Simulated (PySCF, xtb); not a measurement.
F3OSi, SMILES [O][Si](F)(F)F, multiplicity 2.

Coordinates come from a B3LYP-D3(BJ)/def2-SVP optimisation. The isomer is the one that the SMILES or the coordinates give; other isomers of the formula were not compared.

These are C-PCM-M06-2X/def2-SVP (PySCF) values and carry that method's errors.

The values are the electrostatic part of the solvation free energy, E(continuum) − E(gas) at the gas-phase geometry, in a cavity of scaled van der Waals radii (PySCF's table); cavitation and dispersion terms are not included. The dipole moment in vacuum is 0.11 D.

```csv
solvent,ε,ΔG(elec) (kcal/mol),dipole (D)
water,78.36,-2.2,0.12
acetonitrile,35.69,-2.2,0.12
ethylethanoate,5.99,-1.9,0.12
```

For comparison, GFN2-xTB/ALPB(water) (xtb, at the GFN2-xTB geometry, all terms of that model) gives 4.8 kcal/mol.
